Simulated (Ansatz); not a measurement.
Mg3O2, relaxed as a triplet with UKS PBE-D4/def2-SVP in Ansatz, starting from the PBE-D4/def2-SVP geometry of the neutral singlet. Force threshold 0.02 eV/Å.

At PBE-D4/def2-SVP a singlet of charge 0 lies 0.36 eV below the triplet, each at its own geometry. Another isomer (singlet) lies 0.04 eV lower at PBE0-D4/def2-TZVP.

Start:

```xyz
5

Mg   -1.3431    0.8725    0.2633
Mg    1.1828    0.3351    0.1355
Mg    0.4779   -2.3074   -0.7577
O     0.1947    1.8746    0.6268
O    -0.5123   -0.7747   -0.2679
```

(1) Estimate the energy that the relaxation releases and the steps that it takes.

(2) Does the start keep its bonding and symmetry?

(3) Predict the relaxed structure.

Answers

(1) 8.7 kcal/mol, in 6 steps; 8.5 s on 4 threads of Arm Neoverse V2 on a shared host. No frequencies were taken in this run, so the end may be a saddle point.

(2) By distances, no bond broke or formed, bridged metal pairs apart. The bond that changes most is Mg1–O5, from 1.92 to 1.99 Å (atoms count from 1). Metal–metal contacts that move far: Mg2–Mg3 2.88 to 3.61 Å. Point group Cs at the start, C2v at the end, both within 0.05 Å.

(3) 
```xyz
5

Mg   -1.3165    0.6861    0.2016
Mg    1.3270    0.6485    0.2422
Mg   -0.0196   -2.5260   -0.8402
O     0.0169    1.9402    0.6455
O    -0.0078   -0.7488   -0.2492
```
Bond lengths (bridged metal pairs left out): 5 × Mg–O 1.87 to 1.99 Å.
